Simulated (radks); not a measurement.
Values are calculated unless marked as measured or tabulated.
Spin polarisation of the 3d6 shell in neutral iron. Start: [Ar] 3d(up 3, down 3) 4s2; electrons of 3d are moved from spin down to spin up, other shells keep equal spins. Level of theory: scalar-relativistic Kohn-Sham, BLYP, spin-polarised, spherical densities, finite nucleus; Fermi nuclear charge, rms radius of each element as measured or else 0.836 A^(1/3) + 0.57 fm (a radial shooting solver on a logarithmic mesh with Libxc functionals).

| moment (Bohr magnetons) | E - E(0) (eV) | e(3d up) (eV) | e(3d down) (eV) | 4s down minus up (eV) | 3p down minus up (eV) |
|---|---|---|---|---|---|
| 0 | 0.000 | -7.401 | -7.401 | 0.000 | 0.000 |
| 1 | -0.226 | -7.825 | -6.922 | 0.164 | 1.049 |
| 2 | -0.902 | -8.187 | -6.391 | 0.327 | 2.090 |
| 3 | -2.019 | -8.481 | -5.812 | 0.487 | 3.114 |
| 4 | -3.565 | -8.697 | -5.187 | 0.645 | 4.113 |

At moment 4 the spin-polarisation energy is -3.565 eV and the 3d exchange splitting 3.510 eV, that is 0.878 eV per Bohr magneton; E = -I m^2/4 would give I = 0.891 eV.
